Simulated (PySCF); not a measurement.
C2H3ClFNSi, SMILES C#C[Si@@](N)(F)Cl. Heavy atoms are numbered as in [CH:1]#[C:2][Si@@:3]([NH2:4])([F:5])[Cl:6]. Hydrogens are named by the atom that carries them.

Geometry optimised at B3LYP-D3(BJ)/def2-SVP. The structure was generated by enumeration; whether it is a known compound was not checked. One conformer was computed; it need not be the lowest.

Computed with r2SCAN/def2-TZVP (PySCF).

ESP charges are fitted to the potential on shells at 1.4 to 2.0 van der Waals radii. Atomic charges (e), one atom of each kind:

```
atom        IAO  ESP fit  Mulliken
--------  -----  -------  --------
C1 (CH)   -0.15    -0.28     -0.18
C2        -0.38    -0.16     -0.20
Si3        1.46     0.75      0.86
N4 (NH2)  -0.87    -1.06     -0.63
F5        -0.53    -0.26     -0.31
Cl6       -0.31    -0.16     -0.24
H on C1    0.21     0.30      0.20
H on N4    0.29     0.43      0.25
```

### Question
Give the Mayer and Wiberg (Löwdin basis) orders of the bonds. (Estimate from the structure and the level; the computed values follow.)

### Answer

| bond | Mayer | Wiberg |
|---|---|---|
| C1–C2 | 2.80 | 2.99 |
| C2–Si3 | 1.00 | 1.11 |
| Si3–N4 | 1.23 | 1.57 |
| Si3–F5 | 1.11 | 1.67 |
| Si3–Cl6 | 1.14 | 1.79 |
